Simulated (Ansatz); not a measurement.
LnCl3: gap (eV) at several levels, gas phase, relaxed structures; Ansatz. Core potentials for Ce, Dy, Er, Gd, Tb in the def2 sets, no spin–orbit coupling. HOMO and LUMO are taken over both spins. With an open 4f shell the SCF may have ended above the lowest state. A dash marks a value that wasn't run or was left out as unsound. The structures are stationary points that may keep the symmetry of their start.

```tsv
species	state	geometry	PBE-D4/def2-SVP	PBE-D4/def2-TZVP	r2SCAN-D4/def2-TZVP	PBE0-D4/def2-SVP	PBE0-D4/def2-TZVP	LC-ωPBE/def2-TZVP
GdCl3	octet	PBE-D4/def2-SVP	2.47	2.51	4.40	5.76	5.89	10.65
TbCl3	septet	B3LYP-D4/def2-SVP	0.74	0.74	1.72	5.76	5.87	–
DyCl3	sextet	PBE0-D4/def2-SVP	0.81	0.82	1.99	5.55	5.68	9.56
ErCl3	quartet	r2SCAN-D4/def2-SVP	1.05	1.07	2.99	5.59	5.71	9.18
```

Question: Estimate the rows for CeCl3 (doublet, r2SCAN-D4/def2-SVP geometry).

Answer: 
| species | state | geometry | PBE-D4/def2-SVP | PBE-D4/def2-TZVP | r2SCAN-D4/def2-TZVP | PBE0-D4/def2-SVP | PBE0-D4/def2-TZVP | LC-ωPBE/def2-TZVP |
| --- | --- | --- | --- | --- | --- | --- | --- | --- |
| CeCl3 | doublet | r2SCAN-D4/def2-SVP | 0.54 | 0.55 | 1.19 | 5.30 | 5.36 | 10.36 |

Over the 4 species that have every level, the mean is 1.22 at PBE-D4/def2-SVP, 1.24 at PBE-D4/def2-TZVP, 2.64 at r2SCAN-D4/def2-TZVP, 5.55 at PBE0-D4/def2-SVP, 5.66 at PBE0-D4/def2-TZVP, 9.94 at LC-ωPBE/def2-TZVP. Orbital gaps grow with the share of exact exchange and aren't one observable across functionals.
